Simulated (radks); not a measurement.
Fractional charge and spin in the 6s shell of praseodymium: the spin-up occupation runs from 0 to 1 and the spin-down occupation from 0 to 1; the fullest corner is Pr, [Xe] 4f(up 1.5, down 1.5) 6s(up 1, down 1). Calculated with a radial shooting solver on a logarithmic mesh with Libxc functionals: scalar-relativistic Kohn-Sham, PBE, spin-polarised, spherical densities, finite nucleus; Fermi nuclear charge, rms radius of each element as measured or else 0.836 A^(1/3) + 0.57 fm. Energy (eV) above the fullest corner. The planes named below are the two flat planes that join the four corners, with an edge along up + down = one added electron.

\begin{tabular}{lrrr}
down \ up & 0 & 0.5 & 1 \\ \hline
0 & 16.345 & 10.337 & 5.556 \\
0.5 & 10.337 & 5.721 & 2.244 \\
1 & 5.556 & 2.244 & 0.000 \\
\end{tabular}

Corners above the fullest one (they belong to Pr+ and the next ion): (up 1, down 0) 5.556 eV, (up 0, down 1) 5.556 eV, (up 0, down 0) 16.345 eV. With half an added electron in each spin the energy lies 0.165 eV from the planes, and with half an added electron in spin up alone -0.613 eV. The planes are only a guide here: the flat-plane condition holds for ground states with one frontier orbital, while this shell lies below other occupied shells, so the corners above the fullest one are inner-hole states and not the ground states of those ions.
